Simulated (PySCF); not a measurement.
Computed structure and properties of [BiCl]2+

System: [BiCl]2+ (singlet); start: template (C∞v). Method: PySCF 2.14.0, RKS B3LYP, Bi def2-SVP with ECP60, Cl def2-SVP; non-relativistic Hamiltonian with scalar-relativistic core potentials where named; density fitting; no spin-orbit coupling.

Input of the relaxation:

```python
mol = gto.M(atom='''
Bi     0.00000     0.00000    -0.35461
Cl     0.00000     0.00000     2.11919''',
    basis={'Bi': 'def2-SVP', 'Cl': 'def2-SVP'},
    ecp={'Bi': 'def2-SVP'},
    charge=2, spin=0)
mf = dft.RKS(mol, xc='B3LYP')
mf.grids.atom_grid = (50, 194)
mf = mf.density_fit()  # fitting sets: Bi def2-universal-JKFIT, Cl def2-universal-JKFIT
mf.conv_tol = 1e-08; mf.max_cycle = 55
mf.kernel(dm0)  # dm0: converged density of the start geometry
# quasi-Newton relaxation in Cartesian coordinates to a largest gradient under 0.00045 Eh/bohr, steps kept in the point group
```

Run from Python with OMP_NUM_THREADS=2; the lines above give its settings. Where DIIS fails, smearing, a level shift and second-order steps follow.
It took 1.4 s on 2 threads of Arm Neoverse V2 (shared host), from the converged density of the start.

Course of the relaxation:

| step | energy above end (eV) | largest force component within the symmetry (eV/Å) |
| --- | --- | --- |
| 0 | 0.1767 | 2.181 |
| 1 | 0.0000 | 0.017 |
| 2 | 0.0000 | 0.006 |

Relaxed geometry (C∞v):

```xyz
2

Bi    0.0000    0.0000   -0.2818
Cl    0.0000    0.0000    2.0464
```

| contact | Å |
| --- | --- |
| Bi1–Cl2 (Cl) | 2.328 |

On the finer grid (75, 302):

```
HOMO                                                          : -21.97 eV
LUMO                                                          : -17.43 eV
Dipole about the centre of mass                               : 0.53 D
Set of Mulliken populations of Bi1 outside the core potential : s 3.97, p 7.17, d 10.10
D3(BJ) dispersion energy (not in the energies)                : -0.086 eV
```

| atom | Mulliken (e) | Löwdin (e) | spin (e) |
| --- | --- | --- | --- |
| Bi1 | 1.76 | 1.60 | 0.00 |
| Cl2 | 0.24 | 0.40 | 0.00 |

On the grid (50, 194), as all that follows. Harmonic modes: a minimum; lowest 430 cm⁻¹ (negative: unstable), highest 430 cm⁻¹, zero-point energy 0.027 eV.

Taking off one Cl (charge -1, singlet; the rest: singlet) in vacuum, both parts rigid, costs 25.66 eV; the small basis without counterpoise inflates it. Most of it is the attraction of opposite charges; other ways to part are cheaper, and one spin state was tried for the rest.

Rigid scan of Cl along the line from its metal:

```tsv
distance to Cl2 (Å)	energy (eV)
2.03	1.416
2.13	0.542
2.23	0.117
2.33	0.000
2.43	0.089
2.53	0.310
2.73	0.953
```

One start shape was tried, so this needn't be the lowest isomer.
